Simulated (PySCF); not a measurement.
GeH4SeZn, SMILES [SeH][Zn][GeH3].

Coordinates come from a B3LYP-D3(BJ)/def2-SVP optimisation. The structure was generated by enumeration; whether it is a known compound was not checked. The values are those of a single conformer.

These are PBE0/def2-TZVPD in PySCF values and carry that method's errors.

Isolated molecule, no solvent.

### Question
Estimate the frontier levels, gap, dipole moment and polarisability. (Estimate from the structure and the level; the computed values follow.)

### Answer

```yaml
highest_occupied_level: -6.95 eV
lowest_empty_level: -1.22 eV
orbital_gap: 5.73 eV
dipole_moment: 0.99 D
quadrupole, principal values (traceless, Buckingham form, about the centre of nuclear charge): -9.51, 1.38, 8.13 D·Å
mean_static_polarisability: 98.2 bohr³ (14.56 Å³)
polarisability_principal_values: 76.3, 77.3, 141.0 bohr³
```
